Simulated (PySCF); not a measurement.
This PySCF input asks for the NMR shieldings of `C=[CH][Al]([CH3])[CH2][SiH3]`, C4H11AlSi; the geometry comes from GFN2-xTB.

```python
import basis_set_exchange as bse
import numpy as np
from pyscf import gto, dft
from pyscf.prop import nmr

atoms = """
C    -1.268437   -2.226865    0.556884
C    -1.600128   -0.971199    0.858762
Al   -0.657904    0.559316    0.012534
C    -1.259596    2.409896    0.440132
C     0.862865    0.172562   -1.225391
Si    2.441768   -0.489186   -0.396547
H    -1.753879   -3.097496    0.982701
H    -0.473616   -2.440138   -0.145926
H    -2.411880   -0.839804    1.579534
H    -1.183545    2.634387    1.510097
H    -2.313214    2.559675    0.176896
H    -0.691628    3.186159   -0.084952
H     0.561976   -0.548091   -1.996979
H     1.124768    1.093215   -1.764883
H     3.528982   -0.632227   -1.376086
H     2.881389    0.443825    0.649521
H     2.205080   -1.801999    0.213795
"""
names = dict.fromkeys(["C", "Al", "Si", "H"], "pcSseg-1")
basis = {el: gto.basis.parse(bse.get_basis(n, elements=[el], fmt="nwchem")) for el, n in names.items()}
mol = gto.M(atom=atoms, basis=basis, charge=0, verbose=0)
mf = dft.RKS(mol, xc="PBE0")
mf.grids.level = 2
mf.grids.alignment = dft.numint.BLKSIZE   # the property module wants whole blocks of grid points
mf.conv_tol = 1e-9
mf.kernel()

calc = nmr.RKS(mf)   # GIAO
C = mf.mo_coeff
Co = C[:, mf.mo_occ > 0]
resp = mf.gen_response(singlet=True, hermi=2)
def vind(x):   # induced exchange potential for any number of trial vectors
    d = np.einsum("pi,xij,qj->xpq", C, 2 * x.reshape(-1, C.shape[1], Co.shape[1]), Co, optimize=True)
    return np.einsum("xpq,pi,qj->xij", resp(d - d.transpose(0, 2, 1)), C, Co, optimize=True).ravel()
mo1, _ = nmr.rhf.solve_mo1(calc, with_cphf=vind)
sigma = calc.kernel(mo1)
for i, s in enumerate(sigma):   # ppm
    print("%2d %-2s %9.2f" % (i, mol.atom_pure_symbol(i), np.trace(s) / 3))
```

Question: What are the results?

Answer: 
```
 0 C      34.27
 1 C      32.91
 2 Al    290.37
 3 C     192.79
 4 C     198.14
 5 Si    425.40
 6 H      24.69
 7 H      25.21
 8 H      24.82
 9 H      31.59
10 H      31.64
11 H      31.56
12 H      31.75
13 H      31.78
14 H      27.40
15 H      27.72
16 H      27.64
```

These numbers come from an equivalent density-fitted implementation of the same equations, which agrees with the script to about 0.01 ppm for H and up to a few tenths of a ppm for heavy atoms, so last digits may differ.

Size and cost of the density-fitted run: 171 basis functions, 22 s wall time on 1 thread of an Arm Neoverse V1, shared host; peak memory 0.75 GiB.
